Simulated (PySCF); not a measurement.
# Stationary points of SbH₄⁻

Level of theory: PySCF, PBE0, basis Sb def2-TZVPD with ECP28, H def2-TZVPD (scalar-relativistic core potentials, no spin–orbit coupling, density fitting).

Relaxations began from a few typed shapes. The search is not exhaustive: other isomers or separated fragments can lie lower, and high-lying points may rest on an excited occupation.

| spin | group | bonds | angles | imaginary modes (cm⁻¹) | ΔE (kJ/mol) | ΔE with ZPE (kJ/mol) |
| --- | --- | --- | --- | --- | --- | --- |
| singlet | C2v | Sb–H 1.717 Å (×2), Sb–H 1.976 Å (×2) | H–Sb–H 83.5° (×4), H–Sb–H 101.1°, H–Sb–H 159.4° | none | 0.0 | 0.0 |
| singlet | C4v | Sb–H 1.812 Å (×4) | H–Sb–H 81.6° (×4), H–Sb–H 135.0° (×2) | 365i | 11.6 | – |
| singlet | D4h | Sb–H 1.751 Å (×4) | H–Sb–H 90.0° (×4), H–Sb–H 180.0° (×2) | 827i | 97.9 | – |

The lowest minimum found is the singlet C2v: Sb–H 1.717 Å (×2), Sb–H 1.976 Å (×2); H–Sb–H 83.5° (×4), H–Sb–H 101.1°, H–Sb–H 159.4°.

For the lowest minimum: the highest occupied level lies above zero, a sign of self-interaction error or too small a basis; response properties are unreliable. The lowest empty level of this anion is unbound, so it and the gap depend on the basis.
